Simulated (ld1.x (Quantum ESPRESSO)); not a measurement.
## fluorine (F), ultrasoft: configuration errors across variants

```
Element                 : F (Z = 9)
Generator               : ld1.x (Quantum ESPRESSO) 7.5
Type                    : ultrasoft
Functional              : LDA (PZ)
Relativity              : scalar-relativistic
Frozen core             : [He]
Valence charge          : 7
Reference configuration : 2s1.5 2p5.5
Partial waves           : 2s (bound): rcut 0.70, rcutus 0.85 bohr; 2s channel at 1.2 Ry: rcut 0.70, rcutus 0.85 bohr; 2p (bound): rcut 1.15, rcutus 1.40 bohr; 2p channel at 3.15 Ry: rcut 1.15, rcutus 1.40 bohr
Local potential         : all-electron potential smoothed inside 1.05 bohr (lloc = -2)
Core correction         : a·sin(br)/r model core inside 0.45 bohr
Augmentation charge     : PSQ, radius 0.75 bohr
```

All-electron excitation energies from the reference (eV): (1) 2s2 2p5 -9.186; (2) 2s2 2p4 10.370; (3) 2s2 2p3 48.882; (4) 2s1 2p6 9.205; (5) 2s2 2p1 195.481; (6) 2s1 2p5 29.025; (7) 2s2 2p4.5 -1.555; (8) 2s1.5 2p5.5 spin -0.406; (9) 2s2 2p5 spin -9.565.

Spin tests fill each open shell by Hund’s rule, majority spin first.

The overlap operator is not positive definite (basis up to 400 Ry) in “local potential all-electron potential smoothed inside 0.65 bohr (lloc = -1)”. Such files are unfit for use, however small their errors in these radial tests.

Tests that are not counted but printed errors over 1 eV. “augmentation built from norm-conserving waves at rcut, not smoothed further”: 2s2 2p1 (pseudo-atom not self-consistent, printed error -365 eV).

2 further variants failed, have other tests or too few solved ones, and are left out.

Errors AE − PS in meV (a dash: test not solved or not reliable):

| change | (1) | (2) | (3) | (4) | (5) | (6) | (7) | (8) | (9) | bound ghosts |
| --- | --- | --- | --- | --- | --- | --- | --- | --- | --- | --- |
| base | +1.9 | +6.0 | +20 | +1.7 | +70 | +2.3 | +3.0 | +14 | +16 | none |
| local potential all-electron potential smoothed inside 1.66 bohr (lloc = -2) | +1.8 | +6.9 | +28 | +1.8 | +172 | +2.4 | +3.2 | +14 | +16 | none |
| core correction a·sin(br)/r model core inside 0.90 bohr | +2.5 | +8.5 | +33 | +2.4 | +250 | +3.0 | +4.2 | +27 | +37 | none |
| local potential all-electron potential smoothed inside 0.65 bohr (lloc = -1) | +2.0 | +90 | +330 | +1.5 | +511 | +88 | +23 | +17 | +19 | not determined (overlap not positive) |
| waves 2p (bound): rcut 1.15, rcutus 1.66 bohr; 2p channel at 3.15 Ry: rcut 1.15, rcutus 1.66 bohr | +1.4 | -0.7 | -25 | +1.1 | -249 | +2.4 | +0.8 | +14 | +16 | none |
| augmentation built from norm-conserving waves at rcut, not smoothed further | +5.6 | -208 | -850 | +5.4 | – | -280 | -41 | +8.2 | +13 | not determined |
| all radii but the core radius scaled by about 0.80 (s 0.68, p 1.12 bohr, rcut 0.56/0.92); local potential all-electron potential smoothed inside 0.84 bohr (lloc = -2); augmentation PSQ, radius 0.60 bohr | +3.4 | +3.3 | +3.7 | +3.0 | +47 | +1.6 | +3.4 | +14 | +19 | none |
| waves 2s (bound): rcut 0.70, rcutus 1.10 bohr; 2s channel at 1.2 Ry: rcut 0.70, rcutus 1.10 bohr | +0.7 | +2.5 | +12 | +0.6 | +73 | +2.9 | +1.0 | +14 | +15 | none |
| wave 2s channel at 1.2 Ry: rcut 0.70, rcutus 0.85 bohr becomes 2s channel at -1.64 Ry: rcut 0.70, rcutus 0.85 bohr | +1.9 | +6.3 | +22 | +1.7 | +86 | +2.4 | +3.1 | +14 | +16 | none |

**Question.** Give the same row for: wave 2s channel at 1.2 Ry: rcut 0.70, rcutus 0.85 bohr becomes 2s channel at -1.87 Ry: rcut 0.70, rcutus 0.85 bohr.

**Answer.** +1.9, +6.7, +25, +1.7, +109, +2.6, +3.2, +14, +16; bound ghosts: none.
